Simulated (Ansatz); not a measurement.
Saddle point of SiNH₅O₂, singlet (SiNH₅O₂ ([NH2][SiH]([OH])[OH]) → SiNH₃O₂ ([NH][Si]([OH])[OH]) + H₂; bonds formed: H2–H4; bonds broken: Si1–H2, N3–H4), PBE0-D4/def2-TZVP structure:

```csv
atom,x (Å),y (Å),z (Å)
Si1,0.1640,-0.1055,0.0383
H2,-1.4248,-0.0070,-0.7264
N3,0.4878,1.2799,-0.6972
H4,-0.9135,0.6781,-1.0360
O5,0.6442,-1.5825,-0.4248
O6,-0.2861,-0.2765,1.5951
H7,1.3149,1.7612,-1.0021
H8,0.5039,-2.2931,0.2058
H9,-0.4905,0.5454,2.0472
```

Energies are electronic, without zero-point energy. Barriers and step energies count from the start structure reached by relaxing down the imaginary mode; all methods use the PBE0-D4 structures, on which another method's saddle can fall below an end. Computed with Ansatz 0.2.0 (basis: def2-TZVPP, with def2-QZVPP for the basis limit); correlated methods freeze the cores. B3LYP uses VWN-RPA correlation. Extrapolation: Hartree–Fock as exp(−7.88 √X), correlation as X^−2.97.

```csv
method,barrier (eV),step energy (eV)
SPW92,2.685,2.522
PBE-D4,?,2.283
BLYP-D4,2.912,2.159
r2SCAN-D4,2.977,2.409
B97M-V,3.062,2.417
PBE0-D4,3.074,2.524
B3LYP-D4,3.118,2.382
r2SCAN0-D4,3.162,2.580
BHLYP-D4,3.412,2.642
CAM-B3LYP-D4,3.220,2.531
wB97X-V,3.239,2.556
wB97M-V,?,2.471
B2PLYP,3.144,2.408
PBE-QIDH,3.211,2.608
RPA on PBE,3.180,2.372
HF,?,2.787
MP2,3.135,2.420
CCSD,3.332,2.546
CCSD(T),3.206,2.462
```

(1) Fill in the withheld barriers. (To be estimated.)

No T1 diagnostic of these runs exceeds 0.015.

## Answers

(1) By the calculation: PBE-D4 2.810; HF 3.847; wB97M-V 3.159 eV. Each is the energy of the saddle less that of the start structure, by the same method.

For comparison, the barrier by CCSD(T) at an estimated basis limit (MP2 extrapolated from triple and quadruple zeta, plus CCSD(T) − MP2 in triple zeta) is 3.176 eV.

Labels in which every atom is bracketed show which atoms are joined, not bond orders.

For scale, one of the runs: CCSD(T)/def2-TZVPP, 205 basis functions, launched by `ansatz run in.yaml --threads 4 --pin off --events-out ev --progress --plain --max-ram 9574MiB`. Hardware: 4 CPU threads of an Intel Xeon, shared host. Wall time 67 s; peak host memory 2.7 GiB.
